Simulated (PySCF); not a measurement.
Excitations are Tamm–Dancoff values on a coarser integration grid. The basis has no diffuse functions, so Rydberg states are missing or too high.

Cartesian coordinates (Å):
```xyz
8

C     -1.5325     0.3864     0.0582
C     -0.3942    -0.2235    -0.1079
C      0.7476    -0.8152    -0.2666
Se     2.4741    -0.0548     0.1222
H     -1.9791     0.9770    -0.7348
H     -2.0786     0.3205     0.9934
H      0.8229    -1.8266    -0.6464
H      1.9400     1.2363     0.5820
```
Charge 0, spin multiplicity 1.

### Question
Give the dipole moment, S1 excitation (TDA), HOMO, total energy and brightest of the four lowest singlets (TDA) at the level PBE-D3(BJ)/def2-TZVP // B3LYP-D3(BJ)/def2-TZVP (PySCF 2.14.0).

### Answer

```yaml
dipole_moment: 0.80 D
S1 excitation (TDA): 3.83 eV
HOMO: -5.27 eV
total_energy: -68511.20 eV
brightest of the four lowest singlets (TDA): 5.87 eV
```
